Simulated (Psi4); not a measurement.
C6H13 (SMILES C[CH]CCCC), doublet, at a GFN2-xTB geometry, atoms displaced at random by about 0.03 Å a coordinate; TPSS/STO-3G, gradient run with Psi4.

The Psi4 input:
```
memory 2 GB

molecule {
0 2
C    -2.73984771   -0.23070938    0.24805474
C    -1.82882823    0.36828109   -0.72464182
C    -0.36670028   -0.03773423   -0.75032779
C     0.49752282    0.68236183    0.21849703
C     1.99942446    0.37868692    0.23542854
C     2.28074095   -1.07596389    0.59964594
H    -2.42283126   -1.17325342    0.57220088
H    -3.80020150   -0.32592460   -0.31115610
H    -2.89962068    0.50576322    1.09047109
H    -2.06412305    1.18123937   -1.28230924
H     0.03672430    0.10041974   -1.76021092
H    -0.30974451   -1.15129982   -0.57230342
H     0.11459756    0.48298356    1.30921209
H     0.34156928    1.81988248    0.08494294
H     2.35184051    0.57915149   -0.80778137
H     2.56317217    1.14005722    0.83027239
H     1.89413178   -1.78011795   -0.03158222
H     1.91625193   -1.26833877    1.59613966
H     3.38148751   -1.20399889    0.63792153
symmetry c1
no_reorient
no_com
}

set {
  basis sto-3g
  reference uks
}

gradient('tpss')
print_variables()
```

Output, abridged:

```
gradient() will perform analytic gradient computation.

   => Loading Basis Set <=

    Name: STO-3G
    Role: ORBITAL
    Keyword: BASIS

         ---------------------------------------------------------
                                   SCF
               by Justin Turney, Rob Parrish, Andy Simmonett
                          and Daniel G. A. Smith
                              UKS Reference
         ---------------------------------------------------------

  ==> Geometry <==

    Molecular point group: c1
    Full point group: C1

    Geometry (in Angstrom), charge = 0, multiplicity = 2:

       Center              X                  Y                   Z               Mass
    ------------   -----------------  -----------------  -----------------  -----------------
         C           -2.739847710000    -0.230709380000     0.248054740000    12.000000000000
         C           -1.828828230000     0.368281090000    -0.724641820000    12.000000000000
         C           -0.366700280000    -0.037734230000    -0.750327790000    12.000000000000
         C            0.497522820000     0.682361830000     0.218497030000    12.000000000000
         C            1.999424460000     0.378686920000     0.235428540000    12.000000000000
         C            2.280740950000    -1.075963890000     0.599645940000    12.000000000000
         H           -2.422831260000    -1.173253420000     0.572200880000     1.007825032230
         H           -3.800201500000    -0.325924600000    -0.311156100000     1.007825032230
         H           -2.899620680000     0.505763220000     1.090471090000     1.007825032230
         H           -2.064123050000     1.181239370000    -1.282309240000     1.007825032230
         H            0.036724300000     0.100419740000    -1.760210920000     1.007825032230
         H           -0.309744510000    -1.151299820000    -0.572303420000     1.007825032230
         H            0.114597560000     0.482983560000     1.309212090000     1.007825032230
         H            0.341569280000     1.819882480000     0.084942940000     1.007825032230
         H            2.351840510000     0.579151490000    -0.807781370000     1.007825032230
         H            2.563172170000     1.140057220000     0.830272390000     1.007825032230
         H            1.894131780000    -1.780117950000    -0.031582220000     1.007825032230
         H            1.916251930000    -1.268338770000     1.596139660000     1.007825032230
         H            3.381487510000    -1.203998890000     0.637921530000     1.007825032230

  Running in c1 symmetry.

  Rotational constants: A =      0.26198  B =      0.04966  C =      0.04698 [cm^-1]
  Rotational constants: A =   7853.86286  B =   1488.64219  C =   1408.41664 [MHz]
  Nuclear repulsion =  239.834194140457214

  Charge       = 0
  Multiplicity = 2
  Electrons    = 49
  Nalpha       = 25
  Nbeta        = 24

  ==> Algorithm <==

  SCF Algorithm Type is DF.
  DIIS enabled.
  MOM disabled.
  Fractional occupation disabled.
  Guess Type is SAD.
  Energy threshold   = 1.00e-08
  Density threshold  = 1.00e-08
  Integral threshold = 1.00e-12

  ==> Primary Basis <==

  Basis Set: STO-3G
    Blend: STO-3G
    Number of shells: 31
    Number of basis functions: 43
    Number of Cartesian functions: 43
    Spherical Harmonics?: true
    Max angular momentum: 1

  ==> DFT Potential <==

   => LibXC <=

    Version 7.1.2
    S. Lehtola, C. Steigemann, M. J. T. Oliveira, and M. A. L. Marques,  SoftwareX 7, 1–5 (2018) (10.1016/j.softx.2017.11.002)

   => Composite Functional: TPSS <=

    TPSS Meta-GGA XC Functional

    J. Tao, et al., Phys. Rev. Lett., 91, 146401, 2003

    Deriv               =              1
    GGA                 =           TRUE
    Meta                =           TRUE

    Exchange Hybrid     =          FALSE
    MP2 Hybrid          =          FALSE

   => Exchange Functionals <=

    1.0000   XC_MGGA_X_TPSS

   => Correlation Functionals <=

    1.0000   XC_MGGA_C_TPSS

   => LibXC Density Thresholds  <==

    XC_MGGA_C_TPSS:  1.00E-15
    XC_MGGA_X_TPSS:  1.00E-15

   => Molecular Quadrature <=

    Radial Scheme          =       TREUTLER
    Pruning Scheme         =           NONE
    Nuclear Scheme         =       TREUTLER

    Blocking Scheme        =         OCTREE
    BS radius alpha        =              1
    Pruning alpha          =              1
    Radial Points          =             75
    Spherical Points       =            302
    Total Points           =         399615
    Total Blocks           =           2985
    Max Points             =            256
    Max Functions          =             41
    Weights Tolerance      =       1.00E-15

   => Loading Basis Set <=

    Name: (STO-3G AUX)
    Role: JKFIT
    Keyword: DF_BASIS_SCF

  ==> Integral Setup <==

  SCF_SUBTYPE=INCORE selected. In-core MEM_DF algorithm will be used.
  Using in-core AOs.

  ==> MemDFJK: Density-Fitted J/K Matrices <==

    J tasked:                   Yes
    K tasked:                    No
    wK tasked:                   No
    Algorithm:                 Core
    Schwarz Cutoff:           1E-12
    Mask sparsity (%):       1.0817
    Fitting Condition:        1E-10

   => Auxiliary Basis Set <=

  Basis Set: (STO-3G AUX)
    Blend: DEF2-UNIVERSAL-JKFIT
    Number of shells: 228
    Number of basis functions: 684
    Number of Cartesian functions: 794
    Spherical Harmonics?: true
    Max angular momentum: 4

  Minimum eigenvalue in the overlap matrix is 1.9888064741E-01.
  Reciprocal condition number of the overlap matrix is 7.6507792510E-02.
    Using symmetric orthogonalization.

  ==> Pre-Iterations <==

  SCF Guess: Superposition of Atomic Densities via on-the-fly atomic UHF (no occupation information).

   -------------------------
    Irrep   Nso     Nmo
   -------------------------
     A         43      43
   -------------------------
    Total      43      43
   -------------------------

  ==> Iterations <==

[...]
  @DF-UKS Final Energy:  -233.64519173801389
    Total Energy =                       -233.6451917380138923
[...]
         ------------------------------------------------------------

  ==> Geometry <==

    Molecular point group: c1
    Full point group: C1

    Geometry (in Angstrom), charge = 0, multiplicity = 2:

       Center              X                  Y                   Z               Mass
    ------------   -----------------  -----------------  -----------------  -----------------
         C           -2.739847710000    -0.230709380000     0.248054740000    12.000000000000
         C           -1.828828230000     0.368281090000    -0.724641820000    12.000000000000
         C           -0.366700280000    -0.037734230000    -0.750327790000    12.000000000000
         C            0.497522820000     0.682361830000     0.218497030000    12.000000000000
         C            1.999424460000     0.378686920000     0.235428540000    12.000000000000
         C            2.280740950000    -1.075963890000     0.599645940000    12.000000000000
         H           -2.422831260000    -1.173253420000     0.572200880000     1.007825032230
         H           -3.800201500000    -0.325924600000    -0.311156100000     1.007825032230
         H           -2.899620680000     0.505763220000     1.090471090000     1.007825032230
         H           -2.064123050000     1.181239370000    -1.282309240000     1.007825032230
         H            0.036724300000     0.100419740000    -1.760210920000     1.007825032230
         H           -0.309744510000    -1.151299820000    -0.572303420000     1.007825032230
         H            0.114597560000     0.482983560000     1.309212090000     1.007825032230
         H            0.341569280000     1.819882480000     0.084942940000     1.007825032230
         H            2.351840510000     0.579151490000    -0.807781370000     1.007825032230
         H            2.563172170000     1.140057220000     0.830272390000     1.007825032230
         H            1.894131780000    -1.780117950000    -0.031582220000     1.007825032230
         H            1.916251930000    -1.268338770000     1.596139660000     1.007825032230
         H            3.381487510000    -1.203998890000     0.637921530000     1.007825032230

  Nuclear repulsion =  239.834194140457214

  ==> Basis Set <==

  Basis Set: STO-3G
    Blend: STO-3G
    Number of shells: 31
    Number of basis functions: 43
    Number of Cartesian functions: 43
    Spherical Harmonics?: true
    Max angular momentum: 1

  ==> DFJKGrad: Density-Fitted SCF Gradients <==

    Gradient:                    1
    J tasked:                  Yes
    K tasked:                   No
    wK tasked:                  No
    Integrals threads:           1
    Schwarz Cutoff:          1E-12
    Fitting Condition:       1E-10

   => Auxiliary Basis Set <=

  Basis Set: (STO-3G AUX)
    Blend: DEF2-UNIVERSAL-JKFIT
    Number of shells: 228
    Number of basis functions: 684
    Number of Cartesian functions: 794
    Spherical Harmonics?: true
    Max angular momentum: 4

  ==> DFT Potential <==

   => LibXC <=

    Version 7.1.2
    S. Lehtola, C. Steigemann, M. J. T. Oliveira, and M. A. L. Marques,  SoftwareX 7, 1–5 (2018) (10.1016/j.softx.2017.11.002)

   => Composite Functional: TPSS <=

    TPSS Meta-GGA XC Functional

    J. Tao, et al., Phys. Rev. Lett., 91, 146401, 2003

    Deriv               =              1
    GGA                 =           TRUE
    Meta                =           TRUE

    Exchange Hybrid     =          FALSE
    MP2 Hybrid          =          FALSE

   => Exchange Functionals <=

    1.0000   XC_MGGA_X_TPSS

   => Correlation Functionals <=

    1.0000   XC_MGGA_C_TPSS

   => LibXC Density Thresholds  <==

    XC_MGGA_C_TPSS:  1.00E-15
    XC_MGGA_X_TPSS:  1.00E-15

   => Molecular Quadrature <=

    Radial Scheme          =       TREUTLER
    Pruning Scheme         =           NONE
    Nuclear Scheme         =       TREUTLER

    Blocking Scheme        =         OCTREE
    BS radius alpha        =              1
    Pruning alpha          =              1
    Radial Points          =             75
    Spherical Points       =            302
    Total Points           =         399615
    Total Blocks           =           2985
    Max Points             =            256
    Max Functions          =             41
    Weights Tolerance      =       1.00E-15

  -Total Gradient:
     Atom            X                  Y                   Z
    ------   -----------------  -----------------  -----------------
       1        0.095988203802    -0.054009678293     0.025261066972
       2       -0.057257057496     0.054419517568    -0.016594180658
       3        0.017617236668     0.054970197437     0.033114074919
       4        0.012171067414    -0.067746096163    -0.093130550232
       5       -0.010280516566    -0.020599059980     0.044846097601
       6       -0.061745770315    -0.044769421019    -0.051476688812
       7       -0.014310113769     0.045155682987    -0.021778490264
       8       -0.042777675637     0.001144912423    -0.033123271992
       9        0.002099861624     0.017136484091     0.001078835542
      10        0.028121228570    -0.069371549479     0.043075596864
      11       -0.003051792019    -0.004500996924     0.011405969974
      12       -0.000254326951    -0.013150785469    -0.000916933366
      13       -0.008684202052    -0.005656183941     0.036590410972
      14       -0.006559381859     0.028995495841    -0.000796177455
      15       -0.002313933523     0.006398876463    -0.003959022091
      16        0.007559719032     0.013426702905    -0.007649059789
      17        0.032541180897     0.047131643316     0.053165562498
      18        0.008513242707     0.006164784926    -0.020035538699
      19        0.002617744551     0.004863088786     0.000910269295

  Variable Map:
  ----------------------------------------------------------------------------
[...]
  Array Variable Map:
  ----------------------------------------------------------------------------
[...]
[...]
```
